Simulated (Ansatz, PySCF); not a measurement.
C2H7OSi, doublet, at a GFN2-xTB geometry. Base run: WB97X-V/6-31G** run with PySCF.

Input for PySCF:
```python
from pyscf import gto, scf, dft

mol = gto.M(
    atom='''
C     1.55954224   -0.85483146   -0.06057851
Si   -0.00409954    0.11042766    0.41990388
C    -1.61548157   -0.77735125   -0.08781307
O     0.14749450    1.52106607   -0.41685221
H     2.45557952   -0.30805525    0.21258839
H     1.59245114   -1.82297485    0.42837687
H     1.58487872   -1.01660238   -1.13671739
H    -1.65077682   -0.90745530   -1.16930641
H    -2.49888187   -0.21755192    0.20663270
H    -1.68428893   -1.75985196    0.36611303
H    -0.58588832    2.11107204   -0.56117454
''',
    basis='6-31g**',
    spin=1,
    verbose=4,
)

mf = dft.UKS(mol)
mf.xc = 'wb97x_v'
mf.kernel()
```

The same geometry, method and basis name were run in Ansatz (an electronic-structure program) and PySCF, at each program's defaults and at the settings that a row names. The base is PySCF at its defaults. Differences at the defaults can come from grids, fitting, cores and function types together.

```json
[
 {"code and settings": "PySCF, defaults (exact integrals, its default grid, spherical functions)", "ΔE vs base (mEh)": "0.000", "basis functions": "95", "E (Eh)": "-445.03869", "SCF cycles": "11", "dipole (D)": "1.37", "outcome": "converged"},
 {"code and settings": "Ansatz, defaults (factorised integrals, its default grid, Cartesian functions)", "ΔE vs base (mEh)": "-2.713", "basis functions": "99", "E (Eh)": "-445.04140", "SCF cycles": "-", "dipole (D)": "-", "outcome": "converged"},
 {"code and settings": "PySCF, density fitting with def2-universal-jkfit", "ΔE vs base (mEh)": "-0.071", "basis functions": "95", "E (Eh)": "-445.03876", "SCF cycles": "11", "dipole (D)": "1.37", "outcome": "converged"},
 {"code and settings": "PySCF, fine grid", "ΔE vs base (mEh)": "-", "basis functions": "-", "E (Eh)": "-", "SCF cycles": "-", "dipole (D)": "-", "outcome": "cut at the time limit"},
 {"code and settings": "Ansatz, high accuracy, Cartesian functions as the basis file defines them", "ΔE vs base (mEh)": "-2.723", "basis functions": "99", "E (Eh)": "-445.04141", "SCF cycles": "-", "dipole (D)": "-", "outcome": "converged"}
]
```

Open shells are given as the SCF converged; they aren't shown to be the lowest states, and a large step between rows can be another state.
